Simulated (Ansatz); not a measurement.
System: C2H8NSi (charge 0, doublet). It need not be the lowest isomer of its formula. 
Structure (B3LYP-D3(BJ)/def2-TZVP (Ansatz, a program for electronic structure) minimum search):
```
Si
N 1 1.7394
H 2 1.0096 1 119.46
H 2 1.0096 3 110.09 1 143.89
C 1 1.8855 2 106.96 3 -50.11
H 5 1.0915 1 110.74 2 179.84
H 5 1.0917 6 107.67 1 122.15
H 5 1.0945 6 108.46 7 116.89
C 1 1.8855 2 106.96 3 -169.36
H 9 1.0915 1 110.74 2 -179.84
H 9 1.0917 10 107.67 1 -122.15
H 9 1.0945 10 108.46 11 -116.89
```
Charge 0, spin multiplicity 2.

Basis-set convergence of Hartree-Fock and CCSD(T) correlation energies (hartree) with Ansatz. Correlated levels leave the core frozen unless marked. Open shells are spin-unrestricted. No spin-orbit coupling. Non-relativistic.

```json
[
 {"basis": "cc-pV(D+d)Z", "functions": "105", "E(HF)": "-423.79259", "E(corr, CCSD(T))": "-0.61966"},
 {"basis": "cc-pV(T+d)Z", "functions": "241", "E(HF)": "-423.85495", "E(corr, CCSD(T))": "-0.75291"},
 {"basis": "cc-pV(Q+d)Z", "functions": "469", "E(HF)": "-423.86828", "E(corr, CCSD(T))": "-0.79346"}
]
```

Extrapolating the two largest sets (X = 3 and 4) as X^-3: E(corr) = (64·(-0.79346) - 27·(-0.75291))/37 = -0.8231 Eh, an estimate of the basis-set limit. The largest set recovers 96.4 % of it, the smallest 75.3 %.
